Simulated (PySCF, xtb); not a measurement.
C3H7O2, SMILES CC(O)C[O] (connectivity only; charge and spin as stated), charge -1, multiplicity 1. The values are those of a single conformer.

Harmonic wavenumbers (cm⁻¹) from GFN2-xTB run with xtb at its own minimum, in rising order: 113, 202, 242, 265, 344, 441, 488, 810, 902, 930, 1044, 1098, 1131, 1180, 1222, 1257, 1321, 1322, 1353, 1377, 1484, 1499, 1516, 2196, 2388, 2821, 2911, 3000, 3021, 3497.

Task: What does PBE0-D3(BJ)/def2-SVPD run with PySCF give at its own minimum? (An estimate is asked for; the answer gives what the named calculation found.)

Result: 151, 180, 229, 277, 372, 448, 508, 842, 904, 932, 1048, 1103, 1150, 1200, 1225, 1242, 1319, 1328, 1362, 1386, 1436, 1457, 1462, 2599, 2659, 2981, 2993, 3076, 3126, 3892. Paired by order, the mean absolute difference is 63 cm⁻¹ and the zero-point energies are 59.1 and 61.3 kcal/mol.
